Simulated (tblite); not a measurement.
Species: C2H11N3OSi2.
Structure used (GFN2-xTB), in Å, numbered top down from 1:
```xyz
19
C2H11N3OSi2 angstrom
O      0.7058    3.0144   -0.3187
Si     0.3719    1.5937    0.4073
N      1.4551    0.5129   -0.3575
C      1.5739   -0.8724    0.0103
C      0.4172   -1.7731   -0.4685
N     -0.7978   -1.6289    0.2928
Si    -1.9592   -0.3989   -0.0002
N     -1.3081    1.1953    0.2075
H      0.1716    3.7732   -0.1112
H      0.7094    1.6273    1.8318
H      1.6188    0.6625   -1.3412
H      2.5147   -1.2660   -0.3914
H      1.6219   -0.9232    1.1015
H      0.1891   -1.5376   -1.5100
H      0.7454   -2.8196   -0.4164
H     -0.6602   -1.9104    1.2512
H     -3.0232   -0.6239    0.9796
H     -2.3862   -0.5697   -1.3939
H     -1.9699    1.9535    0.2195
```

Computed values, GFN2-xTB/tblite, gas phase, harmonic and unscaled. The method is semi-empirical: single wavenumbers can be off by several per cent or more. Modes of hydrogen on silicon can be 10 to 20 % off. One conformer, not necessarily the lowest.

Harmonic wavenumbers (cm⁻¹): 45.4, 76.1, 156.6, 166.3, 192.4, 238.8, 251.2, 300.2, 324.7, 332.6, 366.3, 431.3, 485.3, 535.1, 549.2, 609.3, 653.4, 698.8, 709.2, 731.0, 772.9, 777.5, 820.0, 853.7, 891.4, 940.3, 956.3, 963.8, 1025.2, 1132.2, 1163.2, 1171.6, 1188.8, 1239.1, 1326.1, 1332.1, 1373.1, 1383.8, 1470.7, 1472.9, 2204.7, 2235.6, 2242.8, 2888.9, 2913.7, 2956.3, 2976.9, 3451.8, 3454.4, 3479.7, 3714.9.

A = 2062, B = 1266, C = 848.0 MHz; mass 149.044 u (most abundant isotopes); point group C1, symmetry number 1.

**Question.** Zero-point energy?

**Answer.** ½Σν̃ = 31314 cm⁻¹ = 89.53 kcal/mol.

**Question.** Entropy at 350 K, 1 bar (ideal gas, RRHO, classical rotation)?

**Answer.** Translation 41.73, rotation 29.84, vibration 37.04: S = 108.6 cal/(mol K).

**Question.** And Cp and H(350 K) − H(0)?

**Answer.** Cp = 48.93 cal/(mol K), of which vibrations give 40.98 (their classical limit is 51 R = 101.3); H(350 K) − H(0) = 9.88 kcal/mol without the zero-point energy, 7.10 from vibrations.

**Question.** What must be added to the electronic energy to get the Gibbs energy at 350 K and 1 bar?

**Answer.** ZPE + [H(350 K) − H(0)] − T·S = 89.53 + 9.88 − 38.02 = 61.39 kcal/mol.

**Question.** Which modes carry the vibrational entropy at 350 K?

**Answer.** 45.4 cm⁻¹: 5.33; 76.1 cm⁻¹: 4.30; 156.6 cm⁻¹: 2.90; 166.3 cm⁻¹: 2.78; 192.4 cm⁻¹: 2.50; 238.8 cm⁻¹: 2.10 cal/(mol K); the other 45 give 17.13 together.

**Question.** How do the functions run with temperature in this model?

**Answer.** 
```csv
T (K),S (cal/(mol K)),Cp (cal/(mol K)),H − H(0) (kcal/mol),G − H(0) (kcal/mol),ln q(vib)
100,69.3,18.9,1.26,-5.67,1.51
200,86.4,31.6,3.80,-13.48,4.13
300,101.5,43.6,7.57,-22.88,6.98
500,128.4,61.9,18.25,-45.94,12.79
800,161.3,77.9,39.45,-89.59,21.03
1000,179.4,84.6,55.73,-123.70,26.03
```

q(vib) and H(0) count from the zero-point level.

Hindered rotation and anharmonicity are outside this model. Other conformers, if any are populated, would add a mixing term that is left out. The structure is chiral; the term R ln 2 for an equal mix with its mirror image is left out.

On Arm Neoverse N1, one thread, no GPU, shared host, this took 1.4 s. This covers the Hessian and the dipole derivatives.
